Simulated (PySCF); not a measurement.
1-methyl-2,3-dihydroborole (C5H9B), SMILES CB1C=CCC1. Atoms are numbered in the order given.

```xyz
15

C      2.3551     0.1800     0.1022
B      0.7917     0.0842    -0.0024
C     -0.2093     1.2207    -0.3406
C     -1.4674     0.7231    -0.2628
C     -1.5562    -0.7309     0.1142
C     -0.0939    -1.2052     0.2754
H      2.5926     0.5456     1.1215
H      2.7954     0.9143    -0.5922
H      2.8751    -0.7844    -0.0127
H     -0.0176     2.2654    -0.6046
H     -2.3801     1.3038    -0.4512
H     -2.1135    -1.2967    -0.6553
H     -2.1488    -0.8493     1.0405
H      0.1625    -2.0106    -0.4372
H      0.1057    -1.6351     1.2734
```
Charge 0, spin multiplicity 1.

The structure is a stationary point at B3LYP-D3(BJ)/def2-SVP. Other conformers were not sampled.

Level of theory: B3LYP/pcSseg-1 run with PySCF.

GIAO shieldings, no solvent; atoms listed in one row are averaged. δ = σ(ref) − σ: ¹³C against TMS (σ = 181.3 ppm); ¹¹B against BF3 (σ = 86.3 ppm); ¹H against TMS (σ = 31.68 ppm), references at their B3LYP-D3(BJ)/def2-TZVP geometries, non-relativistic.

Computed chemical shifts:
| nucleus | atoms | count | δ (ppm) |
|---|---|---|---|
| ¹³C | C4 | 1 | 190.9 |
| ¹³C | C3 | 1 | 151.0 |
| ¹³C | C5 | 1 | 43.4 |
| ¹³C | C6 | 1 | 29.1 |
| ¹³C | C1 | 1 | 9.4 |
| ¹¹B | B2 | 1 | 69.8 |
| ¹H | H11 | 1 | 8.25 |
| ¹H | H10 | 1 | 6.95 |
| ¹H | H12, H13 | 2 | 2.77 |
| ¹H | H15 | 1 | 1.63 |
| ¹H | H14 | 1 | 1.53 |
| ¹H | H7, H8, H9 | 3 | 1.32 |
